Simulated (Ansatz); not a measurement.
Born–Oppenheimer molecular dynamics of F3H3Si2 (8 atoms, charge 0, multiplicity 1). It starts from a relaxed structure.

Computed with RKS B3LYP/6-31G* in Ansatz 0.2.0.

```json
{
  "ensemble": "NVT, Nosé–Hoover chain",
  "time step": "0.25 fs",
  "steps asked": "150",
  "set temperature": "700 K",
  "thermostat": "time constant 300 fs, chain length 3",
  "seed": "219183"
}
```

First frame:

```xyz
8
Properties=species:S:1:pos:R:3
Si 0.000 0.000 -0.031
Si 0.000 0.000 2.298
H -1.387 -0.207 2.786
H 0.873 -1.097 2.787
H 0.514 1.305 2.786
F 1.472 0.200 -0.623
F -0.909 1.175 -0.624
F -0.562 -1.375 -0.624
```

Q: What does the run give?

A: The run went to its last step.

```yaml
steps_done: 150
time_covered: 37.5 fs
mean_temperature_over_the_second_half: 403 K
spread_of_the_potential_energy_over_the_second_half: 4.4 meV per atom
mean_potential_energy_of_the_second_half_above_the_start: 28.9 meV per atom
```

The conserved energy stayed within 0.028 meV per atom of its start (net change 0.0056 meV per atom), so the integration is sound. The mean temperature of the second half is 42 % below the set value. A run of 0.037 ps of so small a system gives no equilibrium averages.

Q: What happens to the structure?

A: The same pairs are bonded in the first frame and the last. Pairs count as bonded within 1.25 times the sum of covalent radii (0.12 Å more for H–H). Another seed would give other details.

Q: How do temperature and energy run in time?

A: 
| time (fs) | T (K) | potential energy less start (eV) | conserved less start (meV/atom) |
| --- | --- | --- | --- |
| 0 | 700 | 0.000 | 0.00 |
| 1.25 | 671 | 0.022 | 0.01 |
| 2.5 | 604 | 0.074 | 0.01 |
| 3.75 | 533 | 0.130 | 0.02 |
| 5 | 480 | 0.171 | 0.02 |
| 6.25 | 449 | 0.195 | 0.02 |
| 7.5 | 423 | 0.215 | 0.01 |
| 8.75 | 384 | 0.246 | 0.01 |
| 10 | 334 | 0.284 | 0.02 |
| 11.25 | 307 | 0.305 | 0.03 |
| 12.5 | 323 | 0.292 | 0.02 |
| 13.75 | 364 | 0.261 | 0.01 |
| 15 | 387 | 0.243 | 0.01 |
| 16.25 | 377 | 0.251 | 0.01 |
| 17.5 | 349 | 0.273 | 0.02 |
| 18.75 | 330 | 0.288 | 0.02 |
| 20 | 335 | 0.284 | 0.02 |
| 21.25 | 361 | 0.264 | 0.02 |
| 22.5 | 385 | 0.245 | 0.01 |
| 23.75 | 385 | 0.245 | 0.01 |
| 25 | 361 | 0.264 | 0.02 |
| 26.25 | 345 | 0.276 | 0.03 |
| 27.5 | 373 | 0.255 | 0.02 |
| 28.75 | 429 | 0.211 | 0.01 |
| 30 | 470 | 0.179 | 0.00 |
| 31.25 | 473 | 0.177 | 0.01 |
| 32.5 | 452 | 0.194 | 0.02 |
| 33.75 | 431 | 0.210 | 0.02 |
| 35 | 427 | 0.214 | 0.02 |
| 36.25 | 436 | 0.206 | 0.01 |
| 37.5 | 438 | 0.205 | 0.01 |

Time of the run: 9 min on 1 thread of AMD EPYC 7R43 64-Core Processor (Zen 3) (shared host), peak memory 0.2 GiB.
